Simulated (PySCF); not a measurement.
Simulated absorption spectrum

AsH2(OMe), CH₅AsO.
Z-matrix (Å and degrees, PBE0-D3(BJ)/def2-SVP geometry), rows numbered from 1:
```
As
H   1  1.5241
H   1  1.5399  2   91.39
O   1  1.8055  2   93.14  3    98.09
C   4  1.3998  1  115.92  2  -178.77
H   5  1.1077  4  112.96  1   -53.40
H   5  1.1011  4  107.72  1  -172.47
H   5  1.1081  4  112.61  1    69.01
```

Level of theory: TDDFT CAM-B3LYP/def2-SVPD, vertical, gas phase, core orbitals frozen in the response in PySCF. The CAM-B3LYP/def2-SVPD calculation is non-relativistic and has no spin–orbit coupling, an omission that weighs most on arsenic.

Computed states:

```json
{"state": "S1", "E (eV)": "5.26", "f": "0.030"}
{"state": "S2", "E (eV)": "6.50", "f": "0.041"}
{"state": "S3", "E (eV)": "6.61", "f": "0.100"}
{"state": "S4", "E (eV)": "6.78", "f": "0.076"}
{"state": "S5", "E (eV)": "7.69", "f": "0.012"}
{"state": "S6", "E (eV)": "7.76", "f": "0.021"}
{"state": "S7", "E (eV)": "7.94", "f": "0.042"}
{"state": "S8", "E (eV)": "8.08", "f": "0.021"}
{"state": "S9", "E (eV)": "8.39", "f": "0.046"}
{"state": "S10", "E (eV)": "8.69", "f": "0.017"}
```

Broadening: Gaussians 0.3 eV wide at half height, area fixed by f = 4.319×10⁻⁹ ∫ε dν̃. The width is an assumption, not a result. The curve ends short of the highest state used, and states not computed would add to its high-energy end.

Problem. What does the envelope look like, and where are its maxima?

Solution. 
(λ (nm), ε (L mol⁻¹ cm⁻¹)): (153.3, 4117), (156.3, 5606), (159.3, 4542), (162.3, 2399), (165.3, 585), (168.3, 57), (171.3, 14), (174.3, 244), (177.3, 1871), (180.3, 6292), (183.2, 11385), (186.2, 14310), (189.2, 12849), (192.2, 7747), (195.2, 3031), (198.2, 769), (201.2, 128), (204.2, 14), (207.2, 1), (210.2, 0), (213.1, 0), (216.1, 2), (219.1, 18), (222.1, 102), (225.1, 383), (228.1, 1006), (231.1, 1887), (234.1, 2592), (237.1, 2669), (240.1, 2104), (243.0, 1321), (246.0, 651), (249.0, 260), (252.0, 85), (255.0, 23), (258.0, 5)

Maxima: 236 nm (5.26 eV), ε about 2700, made up of S1 (100%); 187 nm (6.64 eV), ε about 14000, made up of S2 (14%), S3 (61%) and S4 (24%); 156 nm (7.93 eV), ε about 5600, made up of S6 (14%), S7 (67%) and S8 (16%) (ε in L mol⁻¹ cm⁻¹; maxima over ε = 5, shares over 10%).

Problem. On this curve, what absorbance would a 10⁻⁵ mol/L sample give at 254 nm over a 1 cm path?

Solution. 254 nm is 4.881 eV, where ε is about 36 L mol⁻¹ cm⁻¹, so A = ε c l ≈ 0.00036 (Beer–Lambert, with the gas-phase spectrum and the assumed width).

Problem. Coming from long wavelengths, where does ε first pass 100 L mol⁻¹ cm⁻¹?

Solution. At about 252 nm (4.93 eV), 0.33 eV below S1.

Problem. What would ε be at 6.64 eV, the highest of these maxima, with half the width (0.15 eV)?

Solution. About 17900 L mol⁻¹ cm⁻¹ against 14400, a factor of about 1.2; a lone state at its own centre would give exactly 2.

Hardware: an Arm Neoverse V2 with one thread, no GPU (shared host). Cost: 9.0 s of wall time.

One conformer stands for the species.
